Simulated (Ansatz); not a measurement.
Two isomers of C2H6ClNSi: A = `C/C=N\[SiH2]Cl`, B = `CN(C)[Si]Cl`.

Gas-phase electronic energies from Ansatz, PBE0-D4/def2-TZVP geometries. CCSD(T)/CBS is the MP2 limit (def2-TZVPP, def2-QZVPP) plus CCSD(T) − MP2 in def2-TZVPP, frozen cores. DFT in def2-TZVPP. B3LYP here is the variant with VWN-RPA as its local correlation; programs differ in this. Each species was taken in one conformer, which may not be the lowest.

A:

```xyz
11

C    -0.6431    1.3872   -0.6104
C     0.6880    0.9444   -0.1026
N     1.0177   -0.1840    0.3401
Si    0.3708   -1.7253    0.6400
Cl   -1.6307   -2.0584    0.1862
H    -0.5372    1.7418   -1.6408
H    -0.9863    2.2458   -0.0242
H    -1.3875    0.5948   -0.5702
H     1.4634    1.7253   -0.1300
H     1.1380   -2.6886   -0.1768
H     0.5071   -1.9829    2.0887
```

B:

Z-matrix (Å, degrees):
```
C
N 1 1.451
H 1 1.096 2 111.0
H 1 1.096 2 111.0 3 120.2
H 1 1.094 2 110.3 3 -119.9
C 2 1.444 1 112.7 3 -60.1
Si 2 1.710 1 115.8 3 119.8
H 6 1.096 2 110.5 1 -59.2
H 6 1.088 2 110.6 1 -179.6
H 6 1.096 2 110.5 1 59.9
Cl 7 2.109 2 101.6 1 -179.9
```

Problem. Which is lower in electronic energy at CCSD(T)/CBS, and by how much? (An estimate is asked.)

Solution. The calculation gave: A, by 25.9 kJ/mol.

Problem. Give E(B) − E(A) in kJ/mol with HF/def2-TZVPP, PBE-D4, B3LYP-D4, MP2/def2-TZVPP, B2PLYP, B3LYP, r2SCAN-D4. (Best estimate.)

Solution. Ansatz gave: HF/def2-TZVPP 61.0, PBE-D4 16.1, B3LYP-D4 27.0, MP2/def2-TZVPP 26.0, B2PLYP 30.4, B3LYP 31.0, r2SCAN-D4 34.5. None reverses the order clearly.

Largest T1 diagnostic: 0.013.

In def2-TZVPP, CCSD(T) changes the Hartree–Fock value by −37.3 kJ/mol (the triples alone add −2.6 kJ/mol) and MP2 by −35.1 kJ/mol. The D4 term adds −3.9 kJ/mol with B3LYP and −1.8 kJ/mol with PBE0; it sums over pairs of atoms, weighted by their polarisabilities, and B3LYP, whose exchange is more repulsive, gets the larger term.
